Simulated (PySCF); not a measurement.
(3E)-penta-1,3-diene (C5H8), SMILES C/C=C/C=C. Coordinates come from a B3LYP-D3(BJ)/def2-SVP optimisation. Other conformers were not sampled.

**Question.** Give the equilibrium geometry at B3LYP-D3(BJ)/def2-SVP (PySCF confirms it by a frequency run) as a Z-matrix, and its point group. (Estimate from the structure and the level; the computed values follow.)

**Answer.** This is not unique; one that fits is point group Cs.
```
C
C 1 1.3455
H 1 1.0978 2 119.13
H 2 1.0981 1 118.14 3 180.00
C 1 1.4559 3 116.60 2 180.00
C 5 1.3432 1 124.70 3 0.00
H 6 1.0925 5 121.64 1 180.00
H 6 1.0947 7 117.09 5 180.00
H 5 1.0971 6 119.15 7 0.00
C 2 1.4960 4 116.46 1 180.00
H 10 1.1007 2 111.75 4 180.00
H 10 1.1046 11 108.10 2 122.72
H 10 1.1046 11 108.10 12 114.56
```
Charge 0, spin multiplicity 1.
